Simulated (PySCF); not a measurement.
H₆OSSi₂, SMILES [SiH2](S)O[SiH3], PBE0/def2-SVP optimised geometry.

```
10

Si     1.29     0.05     0.60
O     -0.03    -0.76     0.00
Si    -1.68    -0.76     0.00
S     -2.50     1.22     0.00
H      1.17     0.25     2.08
H      1.43     1.38    -0.06
H      2.50    -0.77     0.31
H     -2.21    -1.37     1.25
H     -2.12    -1.51    -1.21
H     -2.11     1.51    -1.26
```

Density from PBE0/def2-TZVP run with PySCF at that geometry.

Minimum of the electron density along straight lines between bonded atoms, close to the bond critical point (lines longer than 1.1 times the sum of covalent radii, or with two minima, are not listed):

```csv
bond,length / Å,ρ at the minimum / e bohr⁻³,∇²ρ there / e bohr⁻⁵,position (fraction from the first atom)
Si1–O2,1.665,0.128,0.78,0.41
O2–Si3,1.654,0.132,0.80,0.59
Si3–S4,2.144,0.099,0.09,0.36
Si1–H5,1.494,0.121,0.14,0.49
Si1–H6,1.493,0.122,0.14,0.49
Si1–H7,1.489,0.123,0.14,0.49
Si3–H8,1.489,0.124,0.14,0.49
Si3–H9,1.486,0.124,0.14,0.49
S4–H10,1.352,0.210,-0.59,0.64
```
